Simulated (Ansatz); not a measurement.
Relaxation of C2H10OSiSn (15 atoms, charge 0, multiplicity 1), to a largest force component of 0.015 eV/Å in at most 40 steps.

Computed with RKS PBE-D4/def2-SVP (Ansatz).

```xyz
15
Properties=species:S:1:pos:R:3
C -0.865 1.031 1.655
Sn 0.535 -0.415 1.120
O 2.269 0.454 0.848
C 0.015 -1.365 -0.700
Si -0.200 -0.113 -2.075
H -1.911 0.616 1.732
H -0.607 1.543 2.615
H -0.905 1.871 0.847
H 0.652 -1.582 2.444
H 2.122 1.205 0.267
H -1.051 -1.869 -0.526
H 0.718 -2.128 -0.961
H 1.049 0.581 -2.265
H -1.238 0.907 -1.670
H -0.605 -0.787 -3.301
```

Q: Where does it end, and by what steps?

A: The forces met the threshold. The force dipped under the threshold on the way, but the program's further checks kept it going. After 18 steps the energy has fallen by 0.455 eV; H6 moved furthest, 0.37 Å.

```json
{"step": "0", "energy less start (eV)": "0.0000", "largest force component (eV/Å)": "3.084", "accepted": "yes"}
{"step": "1", "energy less start (eV)": "-0.4103", "largest force component (eV/Å)": "0.914", "accepted": "yes"}
{"step": "2", "energy less start (eV)": "-0.4368", "largest force component (eV/Å)": "0.351", "accepted": "yes"}
{"step": "3", "energy less start (eV)": "-0.4491", "largest force component (eV/Å)": "0.213", "accepted": "yes"}
{"step": "4", "energy less start (eV)": "-0.4508", "largest force component (eV/Å)": "0.101", "accepted": "yes"}
{"step": "5", "energy less start (eV)": "-0.4519", "largest force component (eV/Å)": "0.040", "accepted": "yes"}
{"step": "6", "energy less start (eV)": "-0.4528", "largest force component (eV/Å)": "0.015", "accepted": "yes"}
{"step": "7", "energy less start (eV)": "-0.4532", "largest force component (eV/Å)": "0.028", "accepted": "yes"}
{"step": "8", "energy less start (eV)": "-0.4536", "largest force component (eV/Å)": "0.046", "accepted": "yes"}
{"step": "9", "energy less start (eV)": "-0.4538", "largest force component (eV/Å)": "0.032", "accepted": "yes"}
{"step": "10", "energy less start (eV)": "-0.4539", "largest force component (eV/Å)": "0.017", "accepted": "yes"}
{"step": "11", "energy less start (eV)": "-0.4539", "largest force component (eV/Å)": "0.010", "accepted": "yes"}
{"step": "12", "energy less start (eV)": "-0.4540", "largest force component (eV/Å)": "0.008", "accepted": "yes"}
{"step": "13", "energy less start (eV)": "-0.4542", "largest force component (eV/Å)": "0.020", "accepted": "yes"}
{"step": "14", "energy less start (eV)": "-0.4538", "largest force component (eV/Å)": "0.091", "accepted": "no"}
{"step": "15", "energy less start (eV)": "-0.4544", "largest force component (eV/Å)": "0.020", "accepted": "yes"}
{"step": "16", "energy less start (eV)": "-0.4545", "largest force component (eV/Å)": "0.048", "accepted": "yes"}
{"step": "17", "energy less start (eV)": "-0.4546", "largest force component (eV/Å)": "0.031", "accepted": "yes"}
{"step": "18", "energy less start (eV)": "-0.4548", "largest force component (eV/Å)": "0.011", "accepted": "yes"}
```

```xyz
15
Properties=species:S:1:pos:R:3
C -0.998 1.067 1.797
Sn 0.487 -0.384 1.174
O 2.261 0.532 0.863
C -0.118 -1.335 -0.700
Si -0.121 -0.131 -2.147
H -1.929 0.548 2.097
H -0.613 1.650 2.656
H -1.221 1.754 0.957
H 0.890 -1.546 2.392
H 2.234 1.033 0.026
H -1.131 -1.764 -0.550
H 0.584 -2.174 -0.886
H 1.231 0.526 -2.282
H -1.130 0.963 -1.905
H -0.449 -0.789 -3.462
```

The run took 50 s on 2 threads of Intel(R) Xeon(R) Platinum 8488C (Sapphire Rapids), with other jobs on the host, peak memory 0.21 GiB.
